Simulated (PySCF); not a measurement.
Molecule: `CCc1ccncc1`, C7H9N.

Mapped SMILES: `[CH3:1][CH2:2][c:3]1[cH:4][cH:5][n:6][cH:7][cH:8]1`. Each H is labelled by its parent atom.

Geometry PBE0-D3(BJ)/def2-SVP throughout; GIAO in PySCF 2.14, gas phase, one conformer, non-relativistic; equivalent atoms averaged; basis pcSseg-1.

Task: How do the shifts δ (against TMS, NH3 at the same level) depend on the functional? (a selection of nuclei; ppm; last column core-seconds on shared hosts with different chips, so compare them loosely; the GGAs took longer than the global hybrids here, which isn't the general rule, and the cause wasn't traced)

Result: 
| functional | kind | C3 | C4/C8 | C2 | C1 | N6 | H(C5)/H(C7) | H(C4)/H(C8) | H(C2) | H(C1) | core-s |
| --- | --- | --- | --- | --- | --- | --- | --- | --- | --- | --- | --- |
| HF | Hartree–Fock | 164.9 | 126.7 | 28.6 | 20.3 | 358.7 | 8.76 | 7.05 | 2.39 | 1.24 | 11 |
| LDA | LDA | 161.7 | 132.1 | 35.1 | 20.2 | 369.9 | 8.75 | 7.02 | 2.50 | 1.15 | 24 |
| BLYP | GGA | 157.0 | 127.1 | 36.2 | 22.1 | 358.4 | 8.52 | 6.78 | 2.46 | 1.17 | 32 |
| BP86 | GGA | 155.4 | 126.4 | 35.0 | 21.5 | 349.8 | 8.62 | 6.90 | 2.47 | 1.17 | 32 |
| KT3 | GGA | 144.1 | 117.2 | 34.5 | 21.5 | 324.8 | 8.39 | 6.71 | 2.44 | 1.15 | 34 |
| B97-D | GGA | 151.0 | 122.3 | 34.8 | 21.8 | 339.0 | 8.52 | 6.80 | 2.47 | 1.19 | 39 |
| B3LYP | global hybrid | 159.7 | 128.9 | 34.2 | 21.4 | 361.2 | 8.57 | 6.91 | 2.44 | 1.18 | 24 |
| PBE0 | global hybrid | 158.3 | 128.4 | 33.0 | 20.6 | 355.7 | 8.70 | 7.04 | 2.45 | 1.17 | 18 |
| mPW1PW91 | global hybrid | 158.3 | 128.4 | 32.9 | 20.7 | 355.3 | 8.68 | 7.02 | 2.44 | 1.17 | 25 |
| CAM-B3LYP | range-separated hybrid | 163.5 | 131.6 | 32.7 | 20.5 | 365.6 | 8.63 | 7.01 | 2.42 | 1.18 | 31 |

Task: Which nucleus among those listed moves most, in ppm?

Result: N6 (pyridine-type ring nitrogen): from 324.8 ppm with KT3 to 369.9 ppm with LDA. The smallest spread is 0.10 ppm, at H(C1). Proton shifts span only some 12 ppm, so a few tenths of a ppm matter as much there as several ppm in carbon.
